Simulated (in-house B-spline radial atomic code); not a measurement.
B97-1 excitations of neutral magnesium

Method: B97-1. Computed with an all-electron radial atomic-structure program (B-spline basis): linear response of the closed shell [Ne] 3s2 with the functional's adiabatic kernel; non-relativistic, point nucleus, no spin-orbit coupling, no double excitations, S, P, D and F terms only.

Command:
```bash
python run_td.py task.json out
```
Settings (radii: box in bohr, nucleus in fm):
```
Z                        12
electrons                12
configuration            [Ne] 3s2
hamiltonian              nr
method                   b97_1
box_radius               75
intervals                56
```

Run time, properties included: 0.6 s on 1 thread of Arm Neoverse N1, with other jobs on the host.

The lowest states, in the order of their Tamm-Dancoff energies; the method's threshold (minus the highest occupied level) is 5.233 eV. Labels give the largest channel, * marks a mixed state, and oscillator strengths are full-response dipole values. Measured ¹D terms are left out, since they can mix with doubly excited terms. Semilocal kernels can invert the small singlet-triplet splittings of Rydberg terms. Energies in eV:

```csv
state,full response,Tamm-Dancoff,oscillator strength,measured (J-weighted term)
3s → 3p 3P,2.571,2.731,-,2.714
3s → 3p 1P,?,?,?,?
3s → 4s 3S,4.558,4.573,-,5.108
3s → 4s 1S,?,?,-,?
3s → 4p 3P,4.985,4.995,-,5.932
```

Question: Where does 3s → 3p 1P lie?

Answer: At 4.163 eV in full response, 4.308 eV in Tamm-Dancoff, oscillator strength 1.61; measured 4.346 eV.

Question: Where does 3s → 4s 1S lie?

Answer: At 4.857 eV in full response, 4.864 eV in Tamm-Dancoff; measured 5.394 eV.

Question: How large is the singlet-triplet splitting of 3s → 3p (P terms) in Tamm-Dancoff?

Answer: 1.58 eV, from the unrounded values.

Question: What polarisabilities and dispersion coefficient does the method give?

Answer: Dipole 75.28 bohr³, quadrupole 888.2 bohr⁵, C6 677.4 hartree·bohr⁶ for two such species. Recommended dipole value: 71.2 ± 0.4 bohr³ (Schwerdtfeger and Nagle, table of static dipole polarizabilities (2023 update)), which includes relativity and correlation.
